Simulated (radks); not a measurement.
Neutral indium inside a hard spherical wall (all orbitals vanish at R), configuration held at [Kr] 4d10 5s2 5p1 and not refilled when levels cross. Method: scalar-relativistic Kohn-Sham, LDA (Slater exchange, VWN5 correlation), spin-polarised, spherical densities, point nucleus; open shells are filled with parallel spins first (spin-orbit coupling, left out, can overturn this in heavy ions); computed with a radial shooting solver on a logarithmic mesh with Libxc functionals. Eigenvalues in eV for spin up, with the zero of energy where the potential of the charges vanishes at infinity; a dash marks a level that is unbound or too diffuse for the functional's potential to be trusted. A positive occupied level is held by the wall or, in an anion where self-interaction has pushed it up, behind a barrier. The pressure on the wall is -dE/dV.

[
 {"R (bohr)": "free", "E (hartree)": "-5876.47208", "kinetic (hartree)": "6123.511", "e(4p)": "-78.020", "e(4d)": "-18.713", "e(5s)": "-8.671", "e(5p)": "-2.906", "e(6s, empty)": "-0.392", "e(5d, empty)": "-", "pressure (GPa)": "0"},
 {"R (bohr)": "20", "E (hartree)": "-5876.47208", "kinetic (hartree)": "6123.511", "e(4p)": "-78.020", "e(4d)": "-18.713", "e(5s)": "-8.671", "e(5p)": "-2.906", "e(6s, empty)": "-0.371", "e(5d, empty)": "0.610", "pressure (GPa)": "< 0.0001"},
 {"R (bohr)": "15", "E (hartree)": "-5876.47208", "kinetic (hartree)": "6123.511", "e(4p)": "-78.019", "e(4d)": "-18.711", "e(5s)": "-8.670", "e(5p)": "-2.904", "e(6s, empty)": "-0.258", "e(5d, empty)": "0.888", "pressure (GPa)": "< 0.0001"},
 {"R (bohr)": "10", "E (hartree)": "-5876.47113", "kinetic (hartree)": "6123.518", "e(4p)": "-77.933", "e(4d)": "-18.626", "e(5s)": "-8.604", "e(5p)": "-2.826", "e(6s, empty)": "0.703", "e(5d, empty)": "1.872", "pressure (GPa)": "0.0204"},
 {"R (bohr)": "8", "E (hartree)": "-5876.46603", "kinetic (hartree)": "6123.550", "e(4p)": "-77.672", "e(4d)": "-18.371", "e(5s)": "-8.410", "e(5p)": "-2.550", "e(6s, empty)": "2.543", "e(5d, empty)": "3.177", "pressure (GPa)": "0.209"},
 {"R (bohr)": "7", "E (hartree)": "-5876.45616", "kinetic (hartree)": "6123.604", "e(4p)": "-77.333", "e(4d)": "-18.040", "e(5s)": "-8.150", "e(5p)": "-2.149", "e(6s, empty)": "4.672", "e(5d, empty)": "4.490", "pressure (GPa)": "0.754"},
 {"R (bohr)": "6", "E (hartree)": "-5876.42768", "kinetic (hartree)": "6123.749", "e(4p)": "-76.644", "e(4d)": "-17.373", "e(5s)": "-7.578", "e(5p)": "-1.250", "e(6s, empty)": "8.783", "e(5d, empty)": "6.831", "pressure (GPa)": "3.07"},
 {"R (bohr)": "5", "E (hartree)": "-5876.33750", "kinetic (hartree)": "6124.162", "e(4p)": "-75.200", "e(4d)": "-15.989", "e(5s)": "-6.180", "e(5p)": "0.888", "e(6s, empty)": "17.361", "e(5d, empty)": "11.434", "pressure (GPa)": "14.6"},
 {"R (bohr)": "4", "E (hartree)": "-5876.00939", "kinetic (hartree)": "6125.519", "e(4p)": "-71.939", "e(4d)": "-12.905", "e(5s)": "-2.206", "e(5p)": "6.567", "e(6s, empty)": "37.432", "e(5d, empty)": "21.790", "pressure (GPa)": "89.6"},
 {"R (bohr)": "2.5", "E (hartree)": "-5871.61324", "kinetic (hartree)": "6142.051", "e(4p)": "-51.908", "e(4d)": "6.986", "e(5s)": "34.680", "e(5p)": "52.674", "e(6s, empty)": "165.63", "e(5d, empty)": "86.412", "pressure (GPa)": "3480"}
]
